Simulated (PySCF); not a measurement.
# Spin states and ions at one geometry of [AuF2]−

PySCF 2.14.0, RKS TPSS, Au def2-SVP with ECP60, F def2-SVP; non-relativistic Hamiltonian with scalar-relativistic core potentials where named; density fitting; no spin-orbit coupling; singlets restricted, open shells unrestricted. The geometry is relaxed for charge -1, singlet, vacuum:

```xyz
3

Au    0.0000    0.0000    0.0000
F     0.0000    0.0000    1.9697
F     0.0000    0.0000   -1.9697
```

Energies count from the relaxed state; an electron taken off or put on is at rest in vacuum. Charges and spins are Mulliken's.

```tsv
state	energy (eV)	spin squared	charge on Au1 (e)	spin on Au1 (e)	dipole about the centre of mass (D)
charge -1, singlet, vacuum	0.00	0.00	-0.04	0.00	0.00
charge -1, triplet, vacuum	4.08	2.00	-0.25	1.29	0.00
```

Q: What does the state charge 0, doublet, vacuum give?

A: energy (eV) 3.73, spin squared 0.75, charge on Au1 (e) 0.56, spin on Au1 (e) 0.44, dipole about the centre of mass (D) 0.00.

With an electron taken off (doublet) the charges change, summed by element, by Au +0.60 e, F +0.40 e. The vertical ionisation energy is 3.73 eV, against −ε(HOMO) = -0.08 eV of the relaxed state. The level lies 3.8 eV too high, as is usual for semilocal functionals and global hybrids, which keep a self-interaction error.

Open shells may have lower solutions than those found. The basis has no diffuse functions, which an anion needs.

No frequency check is given that shows the relaxed geometry to be a minimum.
